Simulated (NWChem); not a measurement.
Species: SiHSeF₃; SMILES [Si](F)([SeH])(F)F

```xyz
6

F      0.7156     1.4547    -1.2758
Si    -0.0135     0.8201     0.0000
F      0.7156     1.4547     1.2758
F     -1.5373     1.3037     0.0000
Se    -0.0094    -1.4107     0.0000
H      1.4631    -1.4363     0.0000
```
Atoms are numbered in this order, from 1.

Coordinates come from a PBE0/def2-SVP optimisation.

Symmetry labels are those of Cs in the frame above (b1 and b2, or b-type labels, depend on it).

### Question
List the 6 lowest vertical singlet excitations from Hartree-Fock/6-31G* (spherical d), TDHF (NWChem).

### Answer
```tsv
state	energy (eV)	oscillator strength	symmetry	leading excitation (squared amplitude)
S1	6.26	0.003	a"	HOMO → LUMO (0.97)
S2	7.77	0.023	a"	HOMO → LUMO+1 (0.95)
S3	9.37	0.058	a'	HOMO−1 → LUMO (0.84)
S4	10.02	0.000	a"	HOMO → LUMO+2 (0.93)
S5	10.15	0.085	a'	HOMO−1 → LUMO+1 (0.57)
S6	11.18	0.817	a'	HOMO → LUMO+3 (0.41)
```
